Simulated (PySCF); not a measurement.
# Computed properties of CH6GeOSi, SMILES [O](C)[Ge][SiH3]

Ge(OMe)(SiH3) (CH6GeOSi), SMILES C[O][Ge][SiH3] (connectivity only; charge and spin as stated), neutral, multiplicity 1. The structure is a stationary point at B3LYP-D3(BJ)/def2-SVP. The structure was generated by enumeration; whether it is a known compound was not checked. Other conformers were not sampled. All values are computed for the isolated molecule unless a solvent is named; none is compared with measurement here.

**Structure.** The optimised structure has Cs symmetry. All 24 harmonic modes at B3LYP-D3(BJ)/def2-SVP (PySCF) are real, so it is a minimum. With heavy atoms numbered as in [Ge:1]([O:2][CH3:3])[SiH3:7], the shortest bond between them is O2–C3 at 1.406 Å and the longest Ge1–Si7 at 2.543 Å.

**Vibrations.** The strongest infrared lines (harmonic, unscaled, degenerate partners summed) lie at 855 cm⁻¹ (243 km/mol, H 90 %, Si 9 %), 1118 cm⁻¹ (178 km/mol, O 50 %, C 40 %, H 10 %), 2184 cm⁻¹ (126 km/mol, H 96 %). The softest mode is at 73 cm⁻¹ and the zero-point energy is 41.0 kcal/mol.

**Electronic structure.** HF/def2-TZVP (PySCF) places the frontier levels at -8.40 and 0.48 eV, a gap of 8.88 eV, and gives a dipole moment of 0.54 D and a mean polarisability of 77.3 bohr³. PBE/def2-TZVP (PySCF) at the same geometry gives -5.33 and -3.32 eV, so its gap is 6.87 eV narrower. An orbital gap is neither the optical nor the fundamental gap.

**Excitations.** TDA-CAM-B3LYP/def2-SVPD (PySCF) has S1 at 2.43 eV (511 nm, f = 0.004, weak); the most intense of the 10 singlets computed lies at 6.21 eV (f = 0.54). T1 (TDA) is at 1.58 eV, 0.85 eV under S1. TDA-PBE/def2-SVPD (PySCF) puts S1 at 2.39 eV.

**NMR.** GIAO shifts at HF/pcSseg-1 (PySCF) (non-relativistic, atoms alike by connectivity averaged): ¹³C at 64.0 ppm against TMS; ¹H from 3.6 to 4.7 ppm against TMS; ²⁹Si at -102.8 ppm against TMS.
